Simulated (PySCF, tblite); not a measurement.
Isomers of C6H7N2 (doublet state). Method: GFN2-xTB as coded in tblite; computed harmonic values from a numerical Hessian at the method's own geometry, unscaled. Against measured fundamentals such values can be off by several per cent, at times by over 20. One conformer each. Open shells enter through the occupations alone, without spin polarisation, and single modes of such species can be off by tens of per cent.

Electronic energies: B3LYP/pcH-1 single points on the GFN2-xTB geometries (PySCF, gas phase).

```
                    SMILES  electronic energy, lowest = 0 (kcal/mol)
            [CH2]c1nccnc1C                                       0.0
     [H]/[C]=C(C)\N=C/CC#N                                      54.2
[H]/N=C1\C[C]2C=N[C@@H]1C2                                      50.0
 [H]/N=C1\C[C@H]2C=N[C]1C2                                      52.1
```

How do GFN2-xTB zero-point energies change the relative energies?

```tsv
SMILES	ZPE (kcal/mol)	of it from modes above 1550 cm⁻¹	electronic (kcal/mol)	with ZPE, lowest = 0 (kcal/mol)	lowest mode (cm⁻¹)	rings
[CH2]c1nccnc1C	72.2	33.0	0.0	0.0	102	1
[H]/N=C1\C[C]2C=N[C@@H]1C2	74.4	35.7	50.0	52.3	128	2
[H]/N=C1\C[C@H]2C=N[C]1C2	74.3	35.5	52.1	54.2	129	2
[H]/[C]=C(C)\N=C/CC#N	70.2	38.6	54.2	52.3	49	0
```

The zero-point energies span 4.2 kcal/mol, from `[H]/[C]=C(C)\N=C/CC#N` to `[H]/N=C1\C[C]2C=N[C@@H]1C2`. The lowest isomer stays, but the order above it changes.

And how do the electronic energies of GFN2-xTB itself compare?

`[CH2]c1nccnc1C` 0.0; `[H]/N=C1\C[C]2C=N[C@@H]1C2` 40.2; `[H]/N=C1\C[C@H]2C=N[C]1C2` 43.2; `[H]/[C]=C(C)\N=C/CC#N` 72.7 kcal/mol, lowest = 0. Against the energies above, taken from the same isomer `[CH2]c1nccnc1C`, the largest difference is 18.5 kcal/mol.

What do entropy and thermal enthalpy add at 298.15 K and 1 bar (rigid rotor, harmonic oscillator, one conformer each)?

| SMILES | point group | symmetry number | S (cal/(mol K)) | H − H(0) (kcal/mol) | ZPE + H − H(0) − TS (kcal/mol) |
| --- | --- | --- | --- | --- | --- |
| [CH2]c1nccnc1C | C1 | 1 | 84.8 | 5.21 | 52.1 |
| [H]/N=C1\C[C]2C=N[C@@H]1C2 | C1 | 1 | 78.7 | 4.35 | 55.3 |
| [H]/N=C1\C[C@H]2C=N[C]1C2 | C1 | 1 | 78.7 | 4.35 | 55.2 |
| [H]/[C]=C(C)\N=C/CC#N | C1 | 1 | 95.3 | 6.32 | 48.1 |

S holds R ln(2S + 1) for the spin.
